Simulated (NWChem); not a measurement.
System: C4H8O; SMILES C(COC)=C

Here is an NWChem input.

```
start job
memory heap 200 mb stack 700 mb global 900 mb
geometry units angstroms noautoz
  C     -0.123608     2.448787    -0.266643
  C      0.369920     1.311857     0.221893
  C     -0.370270     0.016362     0.280165
  O      0.448338    -1.011562    -0.198986
  C     -0.138723    -2.270122    -0.109773
  H     -1.127667     2.497574    -0.701184
  H      0.453912     3.376667    -0.248849
  H      1.382858     1.284588     0.641074
  H     -0.662272    -0.192129     1.334560
  H     -1.314865     0.084241    -0.299580
  H     -0.393121    -2.538653     0.936059
  H     -1.067994    -2.342516    -0.710569
  H      0.579907    -3.007968    -0.493457
end
basis spherical
  C library def2-svp
  O library def2-svp
  H library def2-svp
end
dft
  xc xcamb88 1.00 lyp 1.0 hfexch 1.00
  cam 0.33 cam_alpha 0.0 cam_beta 1.0
  iterations 150
  mulliken
end
task dft energy
```

NWChem printed, in part:

```
             Northwest Computational Chemistry Package (NWChem) 7.3.0
             --------------------------------------------------------

 C1  symmetry detected

                             Geometry "geometry" -> ""
                             -------------------------

 Output coordinates in angstroms (scale by  1.889725989 to convert to a.u.)

  No.       Tag          Charge          X              Y              Z
 ---- ---------------- ---------- -------------- -------------- --------------
    1 C                    6.0000    -0.13568216     2.44461160    -0.26276147
    2 C                    6.0000     0.37115473     1.31151447     0.22103022
    3 C                    6.0000    -0.36198357     0.01285485     0.29570008
    4 O                    8.0000     0.45325134    -1.01286138    -0.19382084
    5 C                    6.0000    -0.12643528    -2.27378980    -0.09088494
    6 H                    1.0000    -1.14705947     2.48743029    -0.68064067
    7 H                    1.0000     0.43777243     3.37516495    -0.25751111
    8 H                    1.0000     1.39105451     1.29020461     0.62333611
    9 H                    1.0000    -0.63540471    -0.19358068     1.35546786
   10 H                    1.0000    -1.31641425     0.07457032    -0.26841409
   11 H                    1.0000    -0.36212412    -2.54012058     0.95988169
   12 H                    1.0000    -1.06524880    -2.35234288    -0.67586349
   13 H                    1.0000     0.58909132    -3.00958171    -0.48419292

 Effective nuclear repulsion energy (a.u.)     173.4728617854

                                 NWChem DFT Module
                                 -----------------

 Summary of "ao basis" -> "ao basis" (spherical)
 ------------------------------------------------------------------------------
       Tag                 Description            Shells   Functions and Types
 ---------------- ------------------------------  ------  ---------------------
 C                          def2-svp                 6       14   3s2p1d
 O                          def2-svp                 6       14   3s2p1d
 H                          def2-svp                 3        5   2s1p

            General Information
            -------------------
          SCF calculation type: DFT
          Wavefunction type:  closed shell.
          No. of atoms     :    13
          No. of electrons :    40
           Alpha electrons :    20
            Beta electrons :    20
          Charge           :     0
          Spin multiplicity:     1
          Use of symmetry is: off; symmetry adaption is: off
          Maximum number of iterations: 150
          AO basis - number of functions:   110
                     number of shells:    54
          Convergence on energy requested:  1.00D-06
          Convergence on density requested:  1.00D-05
          Convergence on gradient requested:  5.00D-04

              XC Information
              --------------
                     Hartree-Fock (Exact) Exchange  1.000
                   CAM-Becke88 Exchange Functional  1.000
              Lee-Yang-Parr Correlation Functional  1.000

           Range-Separation Parameters
           ---------------------------
           Alpha           :  0.00
           Beta            :  1.00
           Gamma           :  0.33
           Short-Range HF  :     F

             Grid Information
             ----------------
          Grid used for XC integration:  medium
          Radial quadrature: Mura-Knowles
          Angular quadrature: Lebedev.
          Tag              B.-S. Rad. Rad. Pts. Rad. Cut. Ang. Pts.
          ---              ---------- --------- --------- ---------
          C                   0.70       49          13.0       434
          O                   0.60       49          11.0       434
          H                   0.35       45          14.0       434
          Grid pruning is: on
          Number of quadrature shells:   605
          Spatial weights used:  Erf1

      Superposition of Atomic Density Guess
      -------------------------------------

 Sum of atomic energies:        -229.18462805

      Non-variational initial energy
      ------------------------------

 Total energy =    -232.260658
 1-e energy   =    -652.259128
 2-e energy   =     246.525608
 HOMO         =      -0.314009
 LUMO         =       0.000853

     ---------------------------------------------
      Total Density - Mulliken Population Analysis
     ---------------------------------------------

    Atom       Charge   Shell Charges
 -----------   ------   -------------------------------------------------------
    1 C    6     6.21   1.99  0.97  0.27  1.99  0.97  0.03
    2 C    6     6.17   1.99  0.98  0.27  1.95  0.95  0.04
    3 C    6     5.75   1.99  0.94  0.14  1.82  0.80  0.06
    4 O    8     8.61   1.99  1.09  0.69  2.97  1.86  0.01
    5 C    6     5.89   1.99  0.93  0.21  1.86  0.86  0.05
    6 H    1     0.90   0.67  0.21  0.03
    7 H    1     0.89   0.67  0.20  0.03
    8 H    1     0.91   0.67  0.21  0.02
    9 H    1     0.93   0.69  0.22  0.02
   10 H    1     0.94   0.69  0.23  0.02
   11 H    1     0.94   0.69  0.23  0.02
   12 H    1     0.94   0.69  0.23  0.02
   13 H    1     0.92   0.69  0.21  0.02

[...]
```

Level: LC-BLYP (range parameter 0.33 per bohr)/def2-SVP. Structure relaxed at the PBE0/def2-SVP level. Not confirmed as a minimum by frequencies.
